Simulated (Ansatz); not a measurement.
`F[SiH2]C1=C[SiH2]1` → `F[SiH]1C=C[SiH2]1`  (isomerisation)

Isolated molecules relaxed with PBE0-D4/def2-TZVP in Ansatz; ΔE leaves out vibrations. CCSD(T)/CBS is the MP2 limit (def2-TZVPP, def2-QZVPP) plus CCSD(T) − MP2 in def2-TZVPP, frozen cores. Functionals use def2-TZVPP. B3LYP here is the variant with VWN-RPA as its local correlation; programs differ in this. One conformer a species, not always the lowest.

Task: Is it downhill or uphill in electronic energy at CCSD(T)/CBS, and by how much? (An estimate is asked.)

Result: The calculation gave: Downhill: ΔE = -18.2 kcal/mol.

Task: What do these levels give: PBE-D4, r2SCAN-D4, PBE0-D4, B3LYP-D4, PBE, PBE0, B3LYP, HF/def2-TZVPP, CCSD/def2-TZVPP, SCS-MP2/def2-QZVPP, HF/CBS(def2), MP2/CBS(def2)? (Estimate.)

Result: Computed: PBE-D4 -20.4, r2SCAN-D4 -17.8, PBE0-D4 -20.5, B3LYP-D4 -17.9, PBE -20.0, PBE0 -20.2, B3LYP -17.2, HF/def2-TZVPP -16.3, CCSD/def2-TZVPP -17.9, SCS-MP2/def2-QZVPP -16.3, HF/CBS(def2) -15.9, MP2/CBS(def2) -16.7 kcal/mol.

Largest T1 diagnostic among the species: 0.013.
